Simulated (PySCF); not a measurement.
All values below come from PBE-D3(BJ)/def2-TZVP (PySCF). Gas-phase values, no solvent. One relaxed conformer stands for a flexible species; it need not be the lowest. Excitations are Tamm–Dancoff values on a coarser integration grid. The basis has no diffuse functions, so Rydberg states are missing or too high.

Reference species (SMILES): `F[Si@@H](S)[SiH2][SiH3]` (Si–Si–S–H torsion 162°, S–Si–Si–Si torsion 48°) (neutral, multiplicity 1).

```json
{
 "T1 excitation (TDA)": "4.97 eV",
 "LUMO": "-1.58 eV"
}
```

Changed species: `[Si]([SiH3])(F)(S)[SiH3]` (Si–Si–S–H torsion 66°).

Predict the effect on the T1 excitation (TDA) and LUMO.

the T1 excitation (TDA) falls by 1.09 eV, to 3.88 eV; the LUMO falls by 0.41 eV, to -1.99 eV.
